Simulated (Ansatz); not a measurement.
Relaxation of CH12Si4 (17 atoms, charge 0, multiplicity 1), to a largest force component of 0.015 eV/Å in at most 40 steps.

Computed with RKS B3LYP-D4/STO-3G in Ansatz 0.2.0.

```xyz
17
Properties=species:S:1:pos:R:3:forces:R:3
Si 0.215 -2.688 -1.223 -1.02 1.78 -0.48
Si 1.148 -1.017 0.077 0.94 -1.73 1.34
C 0.906 0.682 -0.644 3.88 0.21 1.43
Si -0.713 1.288 -0.340 -5.05 3.37 1.88
Si -2.109 1.311 -2.176 -0.26 -0.56 -0.73
H 0.672 -2.527 -2.632 -0.19 -0.33 1.01
H 0.506 -3.996 -0.703 0.02 -0.21 -0.07
H -1.271 -2.453 -1.259 1.30 -0.46 0.06
H 0.648 -1.056 1.517 0.43 0.09 -1.68
H 2.612 -1.295 0.178 -0.99 0.24 -0.10
H 1.146 0.669 -1.682 0.33 -0.03 -1.24
H 1.676 1.380 -0.160 -1.12 -1.09 -0.74
H -0.718 2.723 0.285 0.22 -2.08 -1.08
H -1.417 0.505 0.720 0.64 0.37 -0.81
H -1.586 2.245 -3.236 -0.53 -0.89 0.90
H -3.525 1.703 -1.853 1.33 -0.27 -0.21
H -2.177 -0.095 -2.757 0.09 1.59 0.51
```

**Question.** Where does it end, and by what steps?

**Answer.** The run converged. The force dipped under the threshold on the way, but the program's further checks kept it going. Limits of this set-up: minimal basis. After 18 steps the energy has fallen by 0.991 eV; H15 moved furthest, 0.62 Å.

```tsv
step	energy less start (eV)	largest force component (eV/Å)	accepted
0	0.0000	5.054	yes
1	-0.8337	1.881	yes
2	-0.9551	0.537	yes
3	-0.9767	0.093	yes
4	-0.9827	0.067	yes
5	-0.9854	0.188	yes
6	-0.9872	0.106	yes
7	-0.9889	0.008	yes
8	-0.9894	0.051	yes
9	-0.9897	0.024	yes
10	-0.9898	0.003	yes
11	-0.9900	0.023	yes
12	-0.9901	0.032	yes
13	-0.9902	0.040	yes
14	-0.9903	0.054	yes
15	-0.9904	0.053	yes
16	-0.9906	0.036	yes
17	-0.9907	0.014	yes
18	-0.9909	0.009	yes
```

```xyz
17
Properties=species:S:1:pos:R:3
Si 0.053 -2.486 -1.280
Si 1.227 -1.053 0.008
C 0.946 0.758 -0.428
Si -0.830 1.379 -0.294
Si -2.008 1.055 -2.191
H 0.211 -2.185 -2.684
H 0.497 -3.844 -1.069
H -1.358 -2.436 -0.976
H 0.872 -1.248 1.396
H 2.640 -1.342 -0.109
H 1.323 0.949 -1.441
H 1.573 1.362 0.242
H -0.809 2.792 0.017
H -1.481 0.719 0.817
H -1.350 1.677 -3.317
H -3.329 1.630 -2.081
H -2.162 -0.347 -2.497
```

Time of the run: 71 s on 1 thread of Arm Neoverse V2, on a shared host, peak memory 0.14 GiB.
